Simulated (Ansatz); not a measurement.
Reaction (ligand exchange at the Si–F bond): `N[Si]1(F)CO1` + HI → `N[Si]1(I)CO1` + H–F

Gas-phase electronic energies from Ansatz, PBE0-D4/def2-TZVP geometries. CCSD(T)/CBS is the MP2 limit (def2-TZVPP, def2-QZVPP) plus CCSD(T) − MP2 in def2-TZVPP, frozen cores. This one scheme is used for every species. DFT in def2-TZVPP. def2 core potentials past Kr. For I outer-core shells are correlated without core-valence functions, which leaves a few kJ/mol of doubt a bond. Each species was taken in one conformer, which may not be the lowest.

```tsv
species	r2SCANh-D4 energy (Eh)
`N[Si]1(F)CO1`	-559.87787
HI	-298.41070
`N[Si]1(I)CO1`	-757.82384
H–F	-100.44149
```

Q: Work out ΔE.

A: ΔE = (-757.82384) + (-100.44149) − (-559.87787) − (-298.41070) = 0.02324 Eh = +61.0 kJ/mol. CCSD(T)/CBS gives +52.5 kJ/mol.

Q: What do rigid-rotor, harmonic-oscillator terms from PBE0-D4/def2-TZVP frequencies (298.15 K, 1 bar) make of the CCSD(T)/CBS value? (An estimate is asked.)

A: Ansatz gave: ΔZPE = +5.1 kJ/mol, ΔH = +59.6 kJ/mol, ΔS = 3 J/(mol·K), ΔG = +58.8 kJ/mol.

Largest T1 diagnostic among the species: 0.012.

The D4 term adds −10.4 kJ/mol with B3LYP and −5.7 kJ/mol with PBE0; it sums over pairs of atoms, weighted by their polarisabilities, and B3LYP, whose exchange is more repulsive, gets the larger term. From BLYP to BHLYP (50 % exact exchange), in def2-TZVPP and without D4, ΔE moves by +4.2 kJ/mol. In def2-TZVPP, CCSD(T) changes the Hartree–Fock value by −21.5 kJ/mol (the triples alone add −5.0 kJ/mol) and MP2 by −33.9 kJ/mol.

B3LYP here is the variant with VWN-RPA as its local correlation; programs differ in this.
